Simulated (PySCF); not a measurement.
Members of one series of related molecules.

All values: CAM-B3LYP/def2-SVPD (PySCF) at GFN2-xTB geometries, gas phase, one conformer each. Core orbitals are frozen in the response; Δα² is half the sum of the squared differences of the principal polarisabilities.

**Question.** Rank by dipole moment, lowest first.
A. `[CH3:1][CH2:2][NH:3][SiH2:4][O:5][SiH3:6]` with C1–C2–N3–Si4 -84°, C2–N3–Si4–O5 178°, N3–Si4–O5–Si6 73°
B. `[CH2:1]=[CH:2][CH2:3][NH:4][SiH2:5][O:6][SiH3:7]` with C1–C2–C3–N4 -120°, C2–C3–N4–Si5 -84°, C3–N4–Si5–O6 179°, N4–Si5–O6–Si7 60°
C. `[O:1]=[CH:2][NH:3][SiH2:4][O:5][SiH3:6]` with O1–C2–N3–Si4 0°, C2–N3–Si4–O5 180°, N3–Si4–O5–Si6 -177°

**Answer.** B (1.02 D), A (1.24 D), C (3.53 D).

**Question.** Rank by HOMO energy, highest first.
A. `CCN[SiH2]O[SiH3]`
B. `[SiH3]O[SiH2]NC1CC1`
C. `N([SiH2]O[SiH3])C=O`

**Answer.** B (-7.76 eV), A (-8.21 eV), C (-9.31 eV).

All values together:

| SMILES | formula | μ (D) | HOMO (eV) | LUMO (eV) | α (Å³) | Δα (Å³) | electrons | α per electron (Å³) |
| --- | --- | --- | --- | --- | --- | --- | --- | --- |
| [SiH3]O[SiH2]NC1CC1 | C3H11NOSi2 | 1.15 | -7.76 | 1.03 | 13.97 | 2.73 | 72 | 0.194 |
| O=CN[SiH2]O[SiH3] | CH7NO2Si2 | 3.53 | -9.31 | 0.65 | 11.17 | 3.57 | 64 | 0.175 |
| CCN[SiH2]O[SiH3] | C2H11NOSi2 | 1.24 | -8.21 | 0.99 | 12.77 | 3.01 | 66 | 0.194 |
| C=CCN[SiH2]O[SiH3] | C3H11NOSi2 | 1.02 | -8.30 | 0.91 | 14.56 | 5.12 | 72 | 0.202 |

Conformers: `[SiH3:1][O:2][SiH2:3][NH:4][CH:5]1[CH2:6][CH2:7]1` with Si1–O2–Si3–N4 53°, O2–Si3–N4–C5 45°, Si3–N4–C5–C6 117°; `[O:1]=[CH:2][NH:3][SiH2:4][O:5][SiH3:6]` with O1–C2–N3–Si4 0°, C2–N3–Si4–O5 180°, N3–Si4–O5–Si6 -177°; `[CH3:1][CH2:2][NH:3][SiH2:4][O:5][SiH3:6]` with C1–C2–N3–Si4 -84°, C2–N3–Si4–O5 178°, N3–Si4–O5–Si6 73°; `[CH2:1]=[CH:2][CH2:3][NH:4][SiH2:5][O:6][SiH3:7]` with C1–C2–C3–N4 -120°, C2–C3–N4–Si5 -84°, C3–N4–Si5–O6 179°, N4–Si5–O6–Si7 60°.
